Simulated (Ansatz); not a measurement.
Na2Li3⁺. Total charge 1; quintet. Geometry B3LYP/def2-TZVP; atoms count from 1.

```xyz
5

Li   -0.0187   -0.8404    1.6798
Li   -0.8446    1.6595   -0.2265
Li    0.8635   -0.8220   -1.4486
Na    2.4648    1.3519    0.7007
Na   -2.4651   -1.3490   -0.7054
```

At PBE0/def2-TZVP a singlet of charge 1 lies 1.89 eV below the quintet, each at its own geometry. The structure comes from a short search, and lower isomers may exist.

**Question.** Estimate the Mulliken populations from the PBE0/def2-TZVP orbitals of Ansatz.

**Answer.** 
| atom | charge (e) | spin (α − β) |
| --- | --- | --- |
| Li1 | 0.05 | 0.95 |
| Li2 | 0.05 | 0.95 |
| Li3 | 0.05 | 0.95 |
| Na4 | 0.42 | 0.58 |
| Na5 | 0.42 | 0.58 |
Mulliken values depend strongly on the basis.

**Question.** Where does the spin sit?

**Answer.** Summed by element: Li 2.85, Na 1.15, of 4 unpaired in all. Largest on single atoms: Li2 0.95, Li3 0.95, Li1 0.95.

**Question.** And the Mayer bond orders between heavy atoms (over 0.3)?

**Answer.** Li1–Li2 0.32 (3.25 Å); Li1–Li3 0.32 (3.25 Å); Li2–Li3 0.32 (3.25 Å).
